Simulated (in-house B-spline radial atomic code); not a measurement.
## RPA and G0W0 on PBEsol: Sb3+

Configuration [Kr] 4d10 5s2, mean-field start PBEsol. Computed with a B-spline radial code for spherical atoms: all electrons, non-relativistic, point nucleus, each spin shell either full or empty, empty states to l = 9 with an (l + 1/2)⁻⁴ tail; G0W0 by contour deformation at full frequency.

Without relativity these are model numbers: it shifts the levels of so heavy an element strongly and can reorder them.

Command:
```bash
python run_gw.py task.json out
```
Settings (radii: box in bohr, nucleus in fm):
```
Z                        51
electrons                48
configuration            [Kr] 4d10 5s2
hamiltonian              nr
method                   pbesol
lmax                     9
spin_polarised           False
box_radius               14.14
intervals                53
ion_configuration        [Kr] 4d10 5s1
```

Run time, properties included: 4.1 s on 1 thread of AMD EPYC 7R13 Processor (shared host).

Energies (hartree):

| term | value |
| --- | --- |
| mean-field total | -6310.97031 |
| Hartree-Fock functional on these orbitals | -6311.66278 |
| direct second order | -4.3409 |
| second-order exchange | 1.1885 |
| SOSEX correction | 1.0936 |

Task: What is the RPA correlation energy, and what remains with SOSEX?

Result: RPA gives -3.7689 hartree (-2.14 eV per electron); RPA + SOSEX gives -2.6753, and the second-order doubles -3.1524 hartree (no singles). SOSEX takes back 29 % of the RPA value.

Quasi-particle levels (eV):

```json
{"level": "5s", "occupied": "yes", "mean field": "-37.53", "Σx - vxc": "-2.79", "Σc": "?", "QP weight": "?", "G0W0": "?"}
{"level": "4d", "occupied": "yes", "mean field": "-64.27", "Σx - vxc": "-10.61", "Σc": "1.36", "QP weight": "0.893", "G0W0": "-73.53"}
{"level": "5p", "occupied": "no", "mean field": "-28.729", "Σx - vxc": "5.38", "Σc": "-1.66", "QP weight": "0.943", "G0W0": "-25.006"}
```

G0W0 = mean field + (Σx - vxc) + Σc, with Σc (partial-wave tail included) taken at the quasi-particle energy. Only the outer levels were computed. Levels of low weight are left out.

Task: Where does G0W0 put 5s?

Result: At -42.64 eV, with Σc = -2.32 eV and a quasi-particle weight of 0.947. The tabulated removal energy is 43.804 ± 0.025 eV (NIST, measured); the calculation leaves out relativity, Breit and QED terms, and what these don't explain is the method's own error.

Task: What does it cost to remove one electron (to [Kr] 4d10 5s1) by differences of total energies, each species on its own start (correlation terms add to the Hartree-Fock functional)?

Result: PBEsol 42.33 eV, Hartree-Fock functional 40.07 eV, + RPA 42.66 eV, + RPA + SOSEX 42.06 eV, + second order 43.68 eV. Tabulated: 43.804 ± 0.025 eV (NIST, measured); the calculation leaves out relativity, Breit and QED terms, and what these don't explain is the method's own error.
